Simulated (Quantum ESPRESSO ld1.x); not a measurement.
Results of a calculation; reference values are marked as such.
Nb28+, configuration [Ne] 3s2 3p1.

Level of theory: scalar-relativistic Kohn-Sham, LDA (Slater exchange, VWN5 correlation), spin-unpolarised, spherical densities, point nucleus (ld1.x of Quantum ESPRESSO 7.5).

Energy parts (Ry):
part                       energy
total                  -6499.5443
kinetic                 6721.4727
electron-nucleus      -14096.4350
Hartree                 1015.5586
exchange-correlation    -140.1406

Orbitals (lengths in bohr, moments of r in powers of bohr; r(90%) holds 90 % of the orbital's charge):
orbital	occ.	eigenvalue (Ry)	<r>	r(90%)
1s	2	-1485.21	0.03612	0.0647
2s	2	-292.888	0.1558	0.240
2p	6	-273.415	0.1353	0.220
3s	2	-113.137	0.3826	0.554
3p	1	-106.963	0.3708	0.548
3d	0	-98.9232	0.3292	0.501
4s	0	-59.1528	0.7166	1.01

The highest occupied level is 3p at -1455.3 eV. The density falls to 0.001 e/bohr^3 at r = 0.98 bohr. For comparison, the ionisation energy in NIST's Atomic Spectra Database is 1488 eV (semi-empirical). In exact Kohn-Sham theory the highest level is minus the ionisation energy, but local and semilocal functionals leave it too shallow, through self-interaction and a potential that decays too fast; potentials with the right tail come closer.

Beside tabulated values, note that spin-unpolarised runs miss the spin-polarisation part of the exchange energy of open shells.
